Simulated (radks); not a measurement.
The vanadium ion V+, 22 electrons, occupied as [Ar] 3d(up 2, down 0) 4s2 (not the ground configuration).

Method: scalar-relativistic Kohn-Sham, LDA (Slater exchange, Perdew-Wang correlation), spin-polarised, spherical densities, finite nucleus; Fermi nuclear charge, rms radius 3.6002 fm; computed with a radial shooting solver on a logarithmic mesh with Libxc functionals.

Energy parts (eV):
part                      energy
total                 -25760.479
kinetic                25986.285
electron-nucleus      -61086.220
Hartree                10502.324
exchange-correlation   -1162.869

Orbitals (lengths in bohr, moments of r in powers of bohr; <r^-3> diverges for s and p1/2):
| orbital | occ. | eigenvalue (eV) | <r^-3> |
|---|---|---|---|
| 1s up | 1 | -5364.785 | - |
| 1s down | 1 | -5364.783 | - |
| 2s up | 1 | -615.8990 | - |
| 2s down | 1 | -615.0632 | - |
| 2p up | 3 | -517.4879 | 309.6 |
| 2p down | 3 | -516.8354 | 310.2 |
| 3s up | 1 | -84.1736 | - |
| 3s down | 1 | -82.1143 | - |
| 3p up | 3 | -58.0552 | 38.30 |
| 3p down | 3 | -56.0486 | 37.98 |
| 3d up | 2 | -18.4340 | 3.079 |
| 3d down | 0 | -16.6216 | 2.982 |
| 4s up | 1 | -12.9298 | - |
| 4s down | 1 | -12.4134 | - |

The highest occupied level is 4s down at -12.413 eV. The configuration is held as typed, so some empty levels lie below it. Summed over all electrons, <r^2> = 32.40 bohr^2, which gives a Langevin (diamagnetic) susceptibility term of -25.7 x 10^-6 cm^3/mol. The electron density at the nucleus is 9892 e/bohr^3 (large components only). The density falls to 0.001 e/bohr^3 at r = 4.32 bohr.
